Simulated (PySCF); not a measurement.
F6P, charge -1. Atoms are numbered in the order given.

```xyz
7

F      0.0000    -1.6500     0.0000
P      0.0000     0.0000     0.0000
F      1.6500     0.0000     0.0000
F     -1.6500     0.0000     0.0000
F      0.0000     0.0000     1.6500
F      0.0000     1.6500     0.0000
F      0.0000     0.0000    -1.6500
```
Charge -1, spin multiplicity 1.

Geometry: TPSSh-D3(BJ)/def2-SVPD.

Method: CAM-B3LYP/def2-SVPD (PySCF).

Symmetry labels are those of the subgroup D2h that the program uses (full group Oh).

Computed valence orbital energies around the gap with their symmetry:
| orbital | symmetry | energy (eV) |
|---|---|---|
| HOMO−7 | B2u | -8.42 |
| HOMO−6 | B3u | -8.42 |
| HOMO−5 | B1u | -8.37 |
| HOMO−4 | B2u | -8.37 |
| HOMO−3 | B3u | -8.37 |
| HOMO−2 | B1g | -7.41 |
| HOMO−1 | B2g | -7.41 |
| HOMO | B3g | -7.41 |
| LUMO | Ag | 5.27 |
| LUMO+1 | B1u | 6.69 |
| LUMO+2 | B2u | 6.69 |
| LUMO+3 | B3u | 6.69 |
